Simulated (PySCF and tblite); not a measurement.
The numbers below are computed, except where a source is named.
C₆H₁₀OS₂, numbered as in [CH3:1][S:2][C@:3]1([C:4]([CH3:5])=[O:6])[CH2:7][CH2:8][S:9]1.

Conformers came from 200 starts (ETKDG and KDG, MMFF94s, GFN2-xTB); geometries are GFN2-xTB. Free energies are PBE0-D3(BJ)/6-31G* single points with GFN2-xTB rigid-rotor and vibrational terms (modes under about 100 cm⁻¹ blended into free rotors). Symmetry numbers and mirror images are counted. Conformers within 2.5 kcal/mol (GFN2-xTB free energy) were kept, 5 at most. Programs: PySCF with density fitting and tblite.

Rotational constants are equilibrium values for the commonest isotopes; dipoles come from the energy level named.

Torsions listed: C1–S2–C3–S9, S2–C3–C4–O6. The 4-ring runs over atoms 3–7–8–9.

```
conformer                                                        shape  symmetry  weight %
        1                                     4-ring flat; -49°, -132°        C1      64.6
        2  4-ring puckered (ring torsions -13, 11, -11, 13°); 54°, 89°        C1      18.6
        3                                     4-ring flat; -164°, -93°        C1      13.5
        4                                      4-ring flat; 44°, -102°        C1       2.7
        5                                       4-ring flat; 58°, -81°        C1       0.6
```

Sets of constants, in random order:

```csv
set,A (MHz),B (MHz),C (MHz),abs μa (D),abs μb (D),abs μc (D)
P,1319,1191,944,0.27,1.59,1.33
Q,1331,1161,967,1.15,0.61,1.60
R,1420,1194,888,2.29,0.95,0.04
S,1413,1148,965,1.05,1.06,2.50
T,1494,1084,922,0.61,0.80,1.07
```

Question: Match each set to its conformer.

Answer: P is conformer 4, Q is conformer 5, R is conformer 1, S is conformer 2, T is conformer 3.

GFN2-xTB leaves a saturated small ring flat here that puckers in reality.
